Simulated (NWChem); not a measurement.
Program: NWChem. System: Sb, charge 0, spin multiplicity 4. Its SCF solution wasn't tested for a lower state. Level: UB3LYP/x2c-SVPall-2c, scalar ZORA, VWN1-RPA local correlation.

Job file:

```
start mol
memory heap 200 mb stack 900 mb global 1100 mb
geometry units angstroms nocenter noautoz noautosym
  Sb     0.000000     0.000000     0.000000
end
basis spherical
  * library x2c-svpall-2c
end
relativistic
  zora on
end
dft
  xc b3lyp
  odft
  mult 4
  semidirect memsize 60000000 filesize 0
  iterations 100
  grid fine
end
task dft energy
```

Part of the output:

```
             Northwest Computational Chemistry Package (NWChem) 7.3.0
             --------------------------------------------------------

                                NWChem Input Module
                                -------------------

 Scaling coordinates for geometry "geometry" by  1.889725989
 (inverse scale =  0.529177249)

                             Geometry "geometry" -> ""
                             -------------------------

 Output coordinates in angstroms (scale by  1.889725989 to convert to a.u.)

  No.       Tag          Charge          X              Y              Z
 ---- ---------------- ---------- -------------- -------------- --------------
    1 Sb                  51.0000     0.00000000     0.00000000     0.00000000

 Effective nuclear repulsion energy (a.u.)       0.0000000000

            Nuclear Dipole moment (a.u.)
            ----------------------------
        X                 Y               Z
 ---------------- ---------------- ----------------
     0.0000000000     0.0000000000     0.0000000000


 Summary of "ao basis" -> "" (spherical)
 ------------------------------------------------------------------------------
       Tag                 Description            Shells   Functions and Types
 ---------------- ------------------------------  ------  ---------------------
 *                       x2c-svpall-2c                on all atoms

                                 NWChem DFT Module
                                 -----------------

 Summary of "ao basis" -> "ao basis" (spherical)
 ------------------------------------------------------------------------------
       Tag                 Description            Shells   Functions and Types
 ---------------- ------------------------------  ------  ---------------------
 Sb                      x2c-svpall-2c              18       50   6s8p4d

 Summary of "ao basis" -> "ao basis" (spherical)
 ------------------------------------------------------------------------------
       Tag                 Description            Shells   Functions and Types
 ---------------- ------------------------------  ------  ---------------------
 Sb                      x2c-svpall-2c              18       50   6s8p4d

            General Information
            -------------------
          SCF calculation type: DFT
          Wavefunction type:  spin polarized.
          No. of atoms     :     1
          No. of electrons :    51
           Alpha electrons :    27
            Beta electrons :    24
          Charge           :     0
          Spin multiplicity:     4
          Use of symmetry is: off; symmetry adaption is: off
          Maximum number of iterations: 100
          AO basis - number of functions:    50
                     number of shells:    18
          Convergence on energy requested:  1.00D-06
          Convergence on density requested:  1.00D-05
          Convergence on gradient requested:  5.00D-04

              XC Information
              --------------
                         B3LYP Method XC Potential
                     Hartree-Fock (Exact) Exchange  0.200
                        Slater Exchange Functional  0.800 local
                    Becke 1988 Exchange Functional  0.720 non-local
              Lee-Yang-Parr Correlation Functional  0.810
                  VWN I RPA Correlation Functional  0.190 local

             Grid Information
             ----------------
          Grid used for XC integration:  fine
          Radial quadrature: Mura-Knowles
[...]
    10      0.184312  1 Sb px                14      0.145610  1 Sb py
    20     -0.140125  1 Sb py                11     -0.068830  1 Sb py
     7     -0.053807  1 Sb px

 Vector   27  Occ=1.000000D+00  E=-2.197139D-01
              MO Center= -4.8D-13,  9.3D-14,  6.2D-14, r^2= 2.5D+00
   Bfn.  Coefficient  Atom+Function         Bfn.  Coefficient  Atom+Function
  ----- ------------  ---------------      ----- ------------  ---------------
    24      0.732467  1 Sb pz                15     -0.416212  1 Sb pz
    21      0.400533  1 Sb pz                12      0.196745  1 Sb pz
     9     -0.057437  1 Sb pz

 Vector   28  Occ=0.000000D+00  E= 1.442795D-01
              MO Center= -3.0D-13,  9.9D-13, -5.1D-13, r^2= 4.6D+00
   Bfn.  Coefficient  Atom+Function         Bfn.  Coefficient  Atom+Function
  ----- ------------  ---------------      ----- ------------  ---------------
     5      2.218186  1 Sb s                  6     -2.067537  1 Sb s
     4     -0.662539  1 Sb s                  3      0.153520  1 Sb s
     2     -0.085472  1 Sb s

 Vector   29  Occ=0.000000D+00  E= 2.919884D-01
              MO Center= -1.0D-12,  2.0D-12, -1.4D-15, r^2= 2.4D+00
   Bfn.  Coefficient  Atom+Function         Bfn.  Coefficient  Atom+Function
  ----- ------------  ---------------      ----- ------------  ---------------
    45      1.049663  1 Sb d  2              40     -0.406948  1 Sb d  2
    35      0.141278  1 Sb d  2              41      0.134981  1 Sb d -2
    36     -0.052331  1 Sb d -2

 Vector   30  Occ=0.000000D+00  E= 2.919884D-01
              MO Center=  1.1D-12,  7.7D-14, -1.8D-16, r^2= 2.4D+00
   Bfn.  Coefficient  Atom+Function         Bfn.  Coefficient  Atom+Function
  ----- ------------  ---------------      ----- ------------  ---------------
    41      1.049665  1 Sb d -2              36     -0.406949  1 Sb d -2
    31      0.141278  1 Sb d -2              45     -0.134979  1 Sb d  2
    40      0.052331  1 Sb d  2

                     DFT Final Beta Molecular Orbital Analysis
                     -----------------------------------------

 Vector   22  Occ=1.000000D+00  E=-1.283392D+00
              MO Center=  8.9D-16, -9.2D-15, -8.1D-22, r^2= 3.5D-01
   Bfn.  Coefficient  Atom+Function         Bfn.  Coefficient  Atom+Function
  ----- ------------  ---------------      ----- ------------  ---------------
    40      1.040124  1 Sb d  2              35     -0.394954  1 Sb d  2
    36      0.148992  1 Sb d -2              31     -0.056575  1 Sb d -2
    45      0.029959  1 Sb d  2

 Vector   23  Occ=1.000000D+00  E=-1.283392D+00
              MO Center=  1.2D-16, -9.3D-15, -7.1D-22, r^2= 3.5D-01
   Bfn.  Coefficient  Atom+Function         Bfn.  Coefficient  Atom+Function
  ----- ------------  ---------------      ----- ------------  ---------------
    36      1.040124  1 Sb d -2              31     -0.394954  1 Sb d -2
    40     -0.148992  1 Sb d  2              35      0.056575  1 Sb d  2
    41      0.029959  1 Sb d -2

 Vector   24  Occ=1.000000D+00  E=-4.484051D-01
              MO Center= -5.7D-13,  9.9D-13, -6.8D-13, r^2= 1.6D+00
   Bfn.  Coefficient  Atom+Function         Bfn.  Coefficient  Atom+Function
  ----- ------------  ---------------      ----- ------------  ---------------
     5      0.932945  1 Sb s                  4     -0.718854  1 Sb s
     6      0.275810  1 Sb s                  3      0.205411  1 Sb s
     2     -0.100742  1 Sb s

 Vector   25  Occ=0.000000D+00  E=-1.057298D-01
              MO Center=  3.5D-13,  3.9D-13, -4.6D-13, r^2= 2.6D+00
   Bfn.  Coefficient  Atom+Function         Bfn.  Coefficient  Atom+Function
  ----- ------------  ---------------      ----- ------------  ---------------
    22      0.761372  1 Sb px                13     -0.385313  1 Sb px
    19      0.343535  1 Sb px                10      0.168537  1 Sb px
    23     -0.130544  1 Sb py                14      0.066065  1 Sb py
    20     -0.058902  1 Sb py                 7     -0.056251  1 Sb px
    11     -0.028897  1 Sb py

 Vector   26  Occ=0.000000D+00  E=-1.057298D-01
              MO Center=  4.8D-14, -1.2D-12,  1.1D-11, r^2= 2.6D+00
   Bfn.  Coefficient  Atom+Function         Bfn.  Coefficient  Atom+Function
  ----- ------------  ---------------      ----- ------------  ---------------
    23      0.761372  1 Sb py                14     -0.385313  1 Sb py
    20      0.343535  1 Sb py                11      0.168537  1 Sb py
    22      0.130544  1 Sb px                13     -0.066065  1 Sb px
    19      0.058902  1 Sb px                 8     -0.056251  1 Sb py
    10      0.028897  1 Sb px

 Vector   27  Occ=0.000000D+00  E=-1.057298D-01
              MO Center=  3.4D-13, -3.3D-12,  2.2D-13, r^2= 2.6D+00
   Bfn.  Coefficient  Atom+Function         Bfn.  Coefficient  Atom+Function
  ----- ------------  ---------------      ----- ------------  ---------------
    24      0.772482  1 Sb pz                15     -0.390936  1 Sb pz
    21      0.348548  1 Sb pz                12      0.170996  1 Sb pz
     9     -0.057072  1 Sb pz

   alpha - beta orbital overlaps
   -----------------------------

   alpha      1      2      3      4      5      6      7      8      9     10
    beta      1      2      3      5      4      6      8      7      9     11
 overlap   1.000  1.000  1.000  0.994  0.994  1.000  0.986  0.986  1.000  0.993

   alpha     11     12     13     14     15     16     17     18     19     20
    beta     10     13     12     14     15     16     18     17     19     20
 overlap   0.993  0.918  0.918  1.000  1.000  1.000  0.985  0.985  1.000  0.981

   alpha     21     22     23     24     25     26     27     28     29     30
    beta     21     22     23     24     26     25     27     28     29     30
 overlap   0.981  0.925  0.925  1.000  0.982  0.982  0.999  1.000  0.937  0.937

   alpha     31     32     33     34     35     36     37     38     39     40
    beta     31     32     33     34     35     36     37     38     39     40
 overlap   0.957  0.957  1.000  0.995  0.995  0.999  0.910  0.910  1.000  0.982

   alpha     41     42     43     44     45     46     47     48     49     50
    beta     41     42     43     44     46     45     47     49     48     50
 overlap   0.982  0.874  0.874  1.000  0.973  0.973  1.000  0.868  0.868  1.000

     --------------------------
     Expectation value of S2:
     --------------------------
      <S2> =      3.7505 (Exact =     3.7500)

 Task  times  cpu:        7.4s     wall:        7.4s

 Total times  cpu:        7.4s     wall:        7.4s
```
